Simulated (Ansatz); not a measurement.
The same path of ClH$_{3}$S$_{2}$Si (7 atoms, charge 0, multiplicity 1) was run twice with different band settings. Lost on the way: S1–H5. Made: S2–H5.

The calculation used UKS PBE0/cc-pVDZ in Ansatz 0.2.0.

Relaxed end points:

```xyz
7
Properties=species:S:1:pos:R:3
S -1.640 1.267 -0.818
S 0.201 0.503 -1.469
Si 0.919 -0.227 0.425
Cl -0.209 -1.854 1.075
H -2.345 0.109 -0.915
H 2.319 -0.691 0.182
H 0.817 0.824 1.474
```

```xyz
7
Properties=species:S:1:pos:R:3
S -2.000 1.556 -0.190
S -0.439 0.735 -1.176
Si 0.744 -0.233 0.443
Cl -0.432 -1.600 1.435
H -0.823 -0.483 -1.707
H 1.903 -0.948 -0.174
H 1.109 0.905 1.324
```

Common settings: spring 5.0 eV/Å²; optimiser quadratic models (default); start path through a guess of the saddle point; force threshold 0.05 eV/Å; iteration limit 60; end points relaxed.

| run | movable images | climbing image |
| --- | --- | --- |
| 1 | 5 | yes |
| 2 | 1 | no |

Task: What does each run give, and how far can it be trusted?

Result: Run 1: converged after 7 iterations, highest image 2.178 eV above the first end. A vibrational analysis at the climbing image gives one clearly imaginary mode, 977i cm⁻¹: a first-order saddle point.
Run 2: converged after 7 iterations, highest image 1.485 eV above the first end. The highest image is an end point: on this band no image between the ends rises above it. So few images can step over the top or miss a turn of the path.
The orbitals stay closed-shell, which can raise the energy where a bond breaks towards radicals; this wasn't checked here.
